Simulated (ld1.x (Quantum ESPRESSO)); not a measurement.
**Logarithmic derivatives: S, TM**

- Element: S
- Generator: ld1.x (Quantum ESPRESSO) 7.5
- Type: norm-conserving Troullier–Martins (Kleinman–Bylander form)
- Functional: LDA (PZ)
- Relativity: scalar-relativistic
- Frozen core: [Ne]
- Valence charge: 6
- Reference configuration: 3s1 3p5
- Partial waves: 3s (bound): rc 1.20 bohr; 3p (bound): rc 1.50 bohr
- Local potential: all-electron potential smoothed inside 1.45 bohr (lloc = -1)
- Core correction: none

The phase is arctan(r·u′/u) with u = r·R(r), unwrapped; energies in Ry, scanned from -3 to 5 Ry. A pole is an energy at which the radial function vanishes at the test radius. The pseudo phase is shifted by a multiple of π to meet the all-electron one at the reference energy, and phase errors are pseudo minus all-electron; the curves can meet again beyond the range given. Levels narrower than the energy grid can be missing from the lists of poles.

**Question.** For each channel, where are the poles, and over which energies does the pseudopotential scatter like the atom?

**Answer.**

```csv
channel,radius (bohr),reference energy (Ry),"poles, all-electron","poles, pseudo",unbroken range about the reference energy with phases within 0.05 rad,phase error 1 Ry above the reference energy (rad)
s,1.64,-1.32,2.70,2.16,below 2.7,-0.006
p,1.64,-0.56,3.83,3.50,the whole range,-0.005
```

Phases in the p channel:

```csv
E (Ry),all-electron,pseudo
-3.00,1.083,1.079
-2.52,1.006,1.002
-2.04,0.893,0.889
-1.56,0.715,0.712
-1.08,0.417,0.415
-0.60,-0.048,-0.048
-0.12,-0.560,-0.562
0.36,-0.926,-0.931
0.84,-1.147,-1.155
1.32,-1.284,-1.294
1.80,-1.375,-1.387
2.28,-1.441,-1.455
2.76,-1.491,-1.507
3.24,-1.530,-1.550
3.72,-1.564,-1.587
4.20,-1.593,-1.621
4.68,-1.619,-1.654
```
